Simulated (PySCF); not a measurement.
PySCF input file for C₂H₆N₂OSi, SMILES C[Si@@H](N)N=C=O, PBE-D3(BJ)/def2-SVP. Geometry: PBE-D3(BJ)/def2-SVP. The structure was generated by enumeration; whether it is a known compound was not checked. One conformer was computed; it need not be the lowest.

```python
import numpy as np
from pyscf import gto, scf, dft, df
from pyscf.hessian import thermo

mol = gto.M(
    atom='''
    C    -1.87954186   -1.22993276    0.14035047
    Si   -0.80529786    0.13709076   -0.55580957
    N    -1.44123941    1.67653331   -0.07044293
    N     0.82980451   -0.17439000   -0.00344060
    C     1.97229160   -0.28902617    0.37314567
    O     3.09093209   -0.40938221    0.74604628
    H    -1.89878794   -1.18649944    1.24878815
    H    -1.48507924   -2.22413468   -0.14964209
    H    -2.91974368   -1.13831683   -0.23056125
    H    -0.73780723    0.14259451   -2.05318158
    H    -1.04711963    2.52421944   -0.48704001
    H    -1.64120335    1.83667447    0.92080858
    ''',
    basis='def2-SVP',
    charge=0,
    spin=0,
    max_memory=1600,
    verbose=3,
)
mf = dft.RKS(mol, xc='pbe').density_fit(auxbasis='def2-universal-jkfit')
mf.disp = 'd3bj'
mf.grids.level = 3
mf.conv_tol = 1e-11
mf.max_cycle = 100
mf.kernel()

# [left out here: the lines that compute and print the analytic Hessian (its translational invariance restored by hand, since the grid's response is missing), thermochemistry and intensities]
```

It prints:

```
converged SCF energy = -553.395446499759

WARN: DFTD3 does not support analytical Hessian, using finite difference


WARN: Mole.unit (angstrom) is changed to Bohr

Mode                                 0                   1                   2
Irrep
Freq [cm^-1]                       38.3899             43.9331            148.1445
Reduced mass [au]                   5.9965              6.6134              1.0443
Force const [Dyne/A]                0.0052              0.0075              0.0135
Char temp [K]                      55.2345             63.2099            213.1470
Normal mode                   x     y     z       x     y     z       x     y     z
       0   C                 0.10 -0.03  0.06    0.00 -0.01 -0.04   -0.01  0.01  0.00
       1  Si                -0.01  0.02 -0.01    0.02  0.01  0.02   -0.00  0.00  0.00
       2   N                -0.07 -0.00 -0.01   -0.07 -0.00 -0.07    0.01 -0.01  0.03
       3   N                 0.03  0.13 -0.08   -0.02  0.07  0.17    0.01 -0.00 -0.03
       4   C                -0.00 -0.01 -0.01    0.02 -0.00  0.02    0.00 -0.00 -0.01
       5   O                -0.04 -0.12  0.05    0.05 -0.07 -0.10   -0.00 -0.00  0.00
       6   H                 0.15 -0.01  0.06   -0.09  0.01 -0.04   -0.47  0.36 -0.02
       7   H                 0.14 -0.01  0.06    0.05 -0.00  0.02    0.29 -0.01  0.47
       8   H                 0.08 -0.09  0.11    0.03 -0.05 -0.12    0.12 -0.30 -0.44
       9   H                -0.07  0.00 -0.01    0.13 -0.02  0.02   -0.02  0.01 -0.00
      10   H                -0.14  0.01 -0.05   -0.06  0.00 -0.05   -0.02  0.00  0.03
      11   H                -0.03  0.00 -0.01   -0.16  0.01 -0.09    0.02 -0.02  0.04
Mode                                 3                   4                   5
Irrep
Freq [cm^-1]                      188.4410            240.6801            266.5038
Reduced mass [au]                   1.7368              2.5757              1.9465
Force const [Dyne/A]                0.0363              0.0879              0.0815
Char temp [K]                     271.1247            346.2851            383.4396
Normal mode                   x     y     z       x     y     z       x     y     z
       0   C                 0.08 -0.09 -0.03    0.11  0.02  0.04   -0.02  0.04 -0.01
       1  Si                -0.03  0.02  0.02    0.01  0.05 -0.04    0.03  0.03  0.03
       2   N                 0.07  0.07 -0.01   -0.03  0.02 -0.00   -0.12 -0.02 -0.00
       3   N                -0.05 -0.03  0.04   -0.05 -0.13  0.04    0.04 -0.09 -0.04
       4   C                -0.04 -0.01  0.01   -0.03 -0.04  0.01    0.04 -0.04 -0.01
       5   O                -0.03  0.01 -0.02   -0.02  0.02 -0.01    0.04  0.01  0.02
       6   H                 0.06 -0.15 -0.03    0.22  0.11  0.04   -0.05  0.03 -0.01
       7   H                 0.23 -0.02 -0.07    0.22  0.05  0.10   -0.09  0.02 -0.02
       8   H                 0.07 -0.22 -0.04    0.06 -0.15  0.14    0.00  0.14 -0.04
       9   H                -0.08  0.06  0.02    0.09  0.10 -0.04    0.00  0.12  0.03
      10   H                -0.10 -0.02 -0.35    0.00  0.09  0.18   -0.52  0.00 -0.34
      11   H                 0.42  0.29  0.02   -0.32 -0.11 -0.04    0.10  0.16  0.01
Mode                                 6                   7                   8
Irrep
Freq [cm^-1]                      301.1079            436.8766            536.8441
Reduced mass [au]                   2.1296              1.5095              6.4449
Force const [Dyne/A]                0.1138              0.1697              1.0944
Char temp [K]                     433.2273            628.5682            772.3991
Normal mode                   x     y     z       x     y     z       x     y     z
       0   C                -0.01 -0.05 -0.02    0.01  0.01 -0.00   -0.06 -0.05  0.01
       1  Si                -0.02  0.02  0.09   -0.01  0.01  0.00   -0.10  0.02 -0.07
       2   N                -0.01  0.07 -0.07   -0.14  0.04 -0.04    0.01  0.04  0.02
       3   N                 0.04 -0.04 -0.07    0.02 -0.03 -0.00    0.06 -0.01  0.03
       4   C                 0.02 -0.01 -0.02    0.02 -0.02  0.00    0.08 -0.02  0.04
       5   O                 0.01  0.00  0.02    0.03  0.01  0.01    0.11 -0.01  0.03
       6   H                -0.11 -0.23 -0.01   -0.00  0.00 -0.00    0.06  0.02  0.01
       7   H                 0.10  0.03 -0.14    0.03  0.02 -0.01    0.02 -0.03  0.05
       8   H                 0.02 -0.10 -0.11    0.01 -0.01 -0.01   -0.12 -0.19  0.12
       9   H                -0.02 -0.07  0.09   -0.02 -0.00  0.00   -0.07  0.07 -0.06
      10   H                 0.22  0.04  0.08    0.51 -0.11  0.22   -0.08  0.07 -0.01
      11   H                -0.47  0.09 -0.17    0.53 -0.08  0.13   -0.08  0.03  0.00
Mode                                 9                  10                  11
Irrep
Freq [cm^-1]                      577.4274            581.3578            622.5173
[...]
Freq [cm^-1]                     1221.5086           1380.3750           1382.7085
Reduced mass [au]                   1.2759              1.0479              1.0472
Force const [Dyne/A]                1.1217              1.1764              1.1796
Char temp [K]                    1757.4789           1986.0523           1989.4097
Normal mode                   x     y     z       x     y     z       x     y     z
       0   C                -0.08 -0.10  0.05    0.02 -0.04 -0.04   -0.04  0.01 -0.04
       1  Si                 0.01  0.01 -0.00    0.00 -0.00 -0.00   -0.00  0.00 -0.00
       2   N                 0.00 -0.01  0.00   -0.00 -0.00  0.00   -0.00  0.00  0.00
       3   N                 0.00 -0.00  0.00    0.00  0.00  0.00   -0.00  0.00  0.00
       4   C                -0.00 -0.00  0.00    0.00  0.00  0.00   -0.00 -0.00  0.00
       5   O                -0.00  0.00 -0.00   -0.00 -0.00 -0.00    0.00  0.00  0.00
       6   H                 0.30  0.40  0.02   -0.54  0.08 -0.04    0.25 -0.51 -0.00
       7   H                 0.39  0.19 -0.25    0.38  0.11 -0.02    0.30 -0.05  0.62
       8   H                 0.10  0.42 -0.28   -0.17  0.33  0.59    0.01  0.38 -0.07
       9   H                -0.01 -0.02 -0.01   -0.01  0.02 -0.00    0.02 -0.00 -0.00
      10   H                 0.01 -0.01  0.00    0.00  0.00  0.01    0.02 -0.02 -0.03
      11   H                 0.00  0.01 -0.00   -0.01  0.02 -0.00   -0.01 -0.03  0.01
Mode                                21                  22                  23
Irrep
Freq [cm^-1]                     1458.9626           1498.1927           2190.5940
Reduced mass [au]                  14.4842              1.1160              1.0426
Force const [Dyne/A]               18.1649              1.4759              2.9479
Char temp [K]                    2099.1224           2155.5657           3151.7771
Normal mode                   x     y     z       x     y     z       x     y     z
       0   C                 0.00 -0.00  0.00    0.00 -0.00  0.00   -0.00 -0.00  0.00
       1  Si                 0.02 -0.00  0.01    0.01 -0.01  0.00    0.00 -0.00 -0.03
       2   N                 0.00 -0.00 -0.00   -0.01  0.08  0.03    0.00  0.00 -0.00
       3   N                -0.19  0.02 -0.06   -0.01  0.00 -0.00    0.00 -0.00  0.00
       4   C                -0.04  0.00 -0.01   -0.00  0.00 -0.00   -0.01  0.00 -0.00
       5   O                 0.15 -0.02  0.05    0.01 -0.00  0.00    0.00 -0.00  0.00
       6   H                 0.00  0.00  0.00   -0.01  0.03  0.00    0.00  0.00 -0.00
       7   H                 0.01  0.00 -0.00    0.00  0.01 -0.04    0.00 -0.00 -0.00
       8   H                 0.00  0.00 -0.00   -0.00 -0.01  0.01   -0.00  0.00 -0.00
       9   H                 0.02 -0.00  0.00   -0.01  0.01 -0.01   -0.05 -0.00  0.98
      10   H                -0.01  0.01  0.02    0.14 -0.31 -0.57    0.00 -0.00 -0.01
      11   H                 0.01  0.03 -0.00   -0.15 -0.64  0.10   -0.00 -0.01 -0.00
Mode                                24                  25                  26
Irrep
Freq [cm^-1]                     2398.1751           2980.1561           3078.0178
Reduced mass [au]                  12.4377              1.0359              1.1013
Force const [Dyne/A]               42.1456              5.4206              6.1473
Char temp [K]                    3450.4400           4287.7811           4428.5823
Normal mode                   x     y     z       x     y     z       x     y     z
       0   C                 0.00 -0.00  0.00   -0.03 -0.03  0.02    0.01  0.04  0.08
       1  Si                 0.00 -0.00 -0.00    0.00  0.00 -0.00    0.00  0.00  0.00
       2   N                 0.00 -0.00  0.00    0.00 -0.00  0.00   -0.00 -0.00 -0.00
       3   N                -0.11  0.01 -0.04   -0.00  0.00 -0.00   -0.00 -0.00 -0.00
       4   C                 0.23 -0.02  0.08    0.00 -0.00  0.00   -0.00 -0.00 -0.00
       5   O                -0.08  0.01 -0.03   -0.00  0.00 -0.00   -0.00  0.00 -0.00
       6   H                -0.00 -0.00  0.00    0.00 -0.03 -0.61    0.02 -0.02 -0.73
       7   H                -0.00 -0.00  0.00   -0.20  0.48  0.15    0.18 -0.44 -0.11
       8   H                 0.00  0.00 -0.00    0.51 -0.05  0.19   -0.34  0.04 -0.11
       9   H                 0.01 -0.00  0.04   -0.00 -0.00  0.00    0.00  0.00 -0.00
      10   H                -0.00 -0.00  0.00   -0.00 -0.00 -0.00    0.00  0.00 -0.00
      11   H                -0.00  0.00 -0.00    0.00 -0.00 -0.00   -0.00 -0.00  0.00
Mode                                27                  28                  29
Irrep
Freq [cm^-1]                     3090.0035           3483.2553           3576.7776
Reduced mass [au]                   1.1030              1.0504              1.0947
Force const [Dyne/A]                6.2052              7.5088              8.2517
Char temp [K]                    4445.8270           5011.6288           5146.1866
Normal mode                   x     y     z       x     y     z       x     y     z
       0   C                 0.07 -0.05  0.01    0.00 -0.00 -0.00   -0.00 -0.00  0.00
       1  Si                 0.00 -0.00  0.00   -0.00  0.00 -0.00    0.00  0.00 -0.00
       2   N                -0.00  0.00 -0.00   -0.01 -0.05 -0.03    0.03  0.03 -0.06
       3   N                -0.00  0.00  0.00   -0.00  0.00 -0.00    0.00 -0.00  0.00
       4   C                -0.00  0.00 -0.00    0.00  0.00  0.00   -0.00  0.00 -0.00
       5   O                 0.00 -0.00  0.00   -0.00 -0.00 -0.00    0.00 -0.00  0.00
       6   H                 0.01 -0.01 -0.07   -0.00 -0.00  0.00   -0.00 -0.00 -0.00
       7   H                -0.22  0.57  0.17   -0.00  0.00  0.00    0.00 -0.00 -0.00
       8   H                -0.66  0.05 -0.24   -0.00  0.00 -0.00    0.00 -0.00  0.00
       9   H                -0.00  0.00 -0.00    0.00 -0.00  0.00   -0.00 -0.00  0.00
      10   H                -0.00 -0.00  0.00    0.25  0.54 -0.29   -0.26 -0.58  0.28
      11   H                 0.00  0.00 -0.00   -0.16  0.10  0.69   -0.13  0.11  0.63
temperature 298.1500 [K]
pressure 101325.00 [Pa]
Rotational constants [GHz] 5.57501 1.45151 1.24022
Symmetry number 1
Zero-point energy (ZPE) 0.08337 [Eh]   218890.128 [J/mol]
                           tot       elec      trans        rot        vib
Entropy [J/mol/K]       384.739      0.000    166.448    116.575    101.717
Cv [J/mol/K]            121.234      0.000     12.472     12.472     96.291
Cp [J/mol/K]            129.549      0.000     20.786     12.472     96.291
Internal energy [J/mol]                      3718.434   3718.434 234083.784
Internal energy [Eh]   -553.30346  -553.39545
Enthalpy [J/mol]                             6197.391   3718.434 234083.784
Enthalpy [Eh]          -553.30251
Gibbs free energy [J/mol]                  -43428.953 -31038.357 203756.872
Gibbs free energy [Eh] -553.34620
mode   freq/cm-1   IR/(km/mol)
   1       38.39         0.011
   2       43.93         0.346
   3      148.14         0.104
   4      188.44         5.863
   5      240.68         6.642
   6      266.50        17.332
   7      301.11        25.750
   8      436.88       172.288
   9      536.84       114.587
  10      577.43        18.419
  11      581.36        18.803
  12      622.52        18.682
  13      690.67        43.639
  14      750.13         7.449
  15      810.06        11.095
  16      855.72       242.894
  17      866.96        63.395
  18      901.08       191.880
  19     1221.51        30.600
  20     1380.38         3.625
  21     1382.71         2.680
  22     1458.96        24.138
  23     1498.19        38.727
  24     2190.59       138.427
  25     2398.18      1261.404
  26     2980.16         0.989
  27     3078.02         2.834
  28     3090.00         2.615
  29     3483.26        20.116
  30     3576.78        23.094
max |gradient| / (hartree/bohr): 5.86038839882376e-05
APT charges: [-0.3865  1.8459 -0.8009 -1.2008  1.1679 -0.7532  0.0215  0.0322  0.024
 -0.301   0.1762  0.1748]
```

The calculation finished and met its thresholds.
